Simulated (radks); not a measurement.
The numbers below are computed, except where a source is named.
All-electron atom: Lu19+ in [Kr] 4d10 4f6.

Level of theory: scalar-relativistic Kohn-Sham, BLYP, spin-polarised, spherical densities, finite nucleus; open shells are filled with parallel spins first (spin-orbit coupling, left out, can overturn this in heavy ions); Fermi nuclear charge, rms radius 5.37 fm (a radial shooting solver on a logarithmic mesh with Libxc functionals).

Energy parts (eV):
| part | energy |
|---|---|
| total | -392579.13 |
| kinetic | 429185.89 |
| electron-nucleus | -940655.22 |
| Hartree | 126576.88 |
| exchange-correlation | -7686.67 |

Orbitals (lengths in bohr, moments of r in powers of bohr; <r^-3> diverges for s and p1/2):
orbital,occ.,eigenvalue (eV),<r>,<r^2>,<r^4>,<r^-3>
1s up,1,-63733.74,0.01932,0.0005122,7.071e-07,-
1s down,1,-63733.76,0.01932,0.0005122,7.071e-07,-
2s up,1,-11265.86,0.08185,0.007922,0.0001082,-
2s down,1,-11265.73,0.08185,0.007921,0.0001081,-
2p up,3,-9973.270,0.07292,0.006495,0.00008349,16860
2p down,3,-9973.179,0.07292,0.006495,0.00008346,16860
3s up,1,-2945.306,0.2126,0.05165,0.004014,-
3s down,1,-2940.604,0.2124,0.05154,0.003997,-
3p up,3,-2557.193,0.2122,0.05219,0.004267,3699
3p down,3,-2552.493,0.2120,0.05206,0.004246,3711
3d up,5,-2090.325,0.1924,0.04339,0.003315,483.2
3d down,5,-2086.738,0.1921,0.04323,0.003290,484.8
4s up,1,-969.1407,0.4661,0.2446,0.08533,-
4s down,1,-960.6742,0.4666,0.2451,0.08576,-
4p up,3,-837.5318,0.4894,0.2713,0.1070,918.4
4p down,3,-829.3435,0.4901,0.2722,0.1077,912.9
4d up,5,-666.1530,0.5105,0.2991,0.1366,107.5
4d down,5,-658.1304,0.5118,0.3007,0.1384,106.6
4f up,6,-475.2476,0.5227,0.3186,0.1760,21.61
4f down,0,-466.8898,0.5261,0.3234,0.1826,21.43
5s up,0,-445.6234,0.9180,0.9374,1.192,-
5s down,0,-441.6584,0.9258,0.9533,1.233,-
5p up,0,-398.1137,0.9795,1.070,1.560,272.0
5p down,0,-394.9074,0.9894,1.091,1.622,263.8

The highest occupied level is 4f up at -475.25 eV. The spin density at the nucleus is -23.94 e/bohr^3 (1s 0.10, 2s -3.24, 3s -38.58, 4s 17.79).
